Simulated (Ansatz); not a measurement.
H2SeZn (SMILES [ZnH][SeH]) moved off its minimum; all values from Ansatz (a program for electronic structure), cores frozen in correlated methods.
(charge 0, multiplicity 1)
```xyz
4

Zn    -0.7067    -0.4365    -0.8445
H     -1.6904    -1.1515    -1.9342
Se     0.5473     0.5193     0.7243
H      0.7351    -0.7528     1.5493
```

Task: Give the forces (eV/Å), the total energy and the dipole at CCSD(T)/def2-TZVPPD.

Result: 
```
atom      Fx      Fy      Fz
----  ------  ------  ------
Zn1   -1.376  -1.142  -1.423
H2     0.759   0.568   0.755
Se3    0.829  -0.257   1.350
H4    -0.212   0.831  -0.683
```
Energy -4179.4985 hartree, dipole 0.60 D.
